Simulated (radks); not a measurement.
Spherical quantum dot in the effective-mass picture: electrons in a parabolic well V = omega^2 r^2 / 2 with omega = 0.184, with a point charge +1 (a donor) at the centre, all in effective atomic units (hartree* = m*/eps^2 hartree, bohr* = eps/m* bohr), one dielectric constant everywhere. Calculated with a radial shooting solver with Libxc functionals: non-relativistic Kohn-Sham, LDA (Slater exchange, Perdew-Wang correlation), spin-polarised, spherical densities. Levels are named by radial order and angular momentum (1s, 1p, 1d, 2s, ...), and open shells are averaged over m.

N = 11, configuration 1s2 1p6 1d(up 1, down 0) 2s2. This is the lowest configuration that the search found. Occupied and some empty levels:

level    occupation  eigenvalue (hartree*)  <r> (bohr*)
1s up             1                 2.0243        3.114
1s down           1                 2.0274        3.038
1p up             3                 2.1309        5.182
1p down           3                 2.1376        5.172
2s up             1                 2.1698        4.412
2s down           1                 2.1743        4.471
1d up             1                 2.2161        5.758
1d down           0                 2.2231        5.762
1f up             0                 2.3152        6.214
1f down           0                 2.3221        6.225
2p up             0                 2.3693        5.343
2p down           0                 2.3735        5.347
1g up             0                 2.4262        6.617
1g down           0                 2.4327        6.632

Energy (hartree*): total 12.5422, kinetic 1.7518, external 1.3418, Hartree 11.490, exchange-correlation -2.0419.

Electron density:

r (bohr*)  n(r) (e/bohr*^3)
0.716                0.1077
1.48                0.03157
2.25                0.01298
3.02               0.008819
3.79               0.008505
4.55               0.008334
5.32               0.006987
6.09               0.004698
6.86               0.002460
7.63              0.0009859
8.39              0.0003012
9.16             0.00007033
9.93             0.00001260
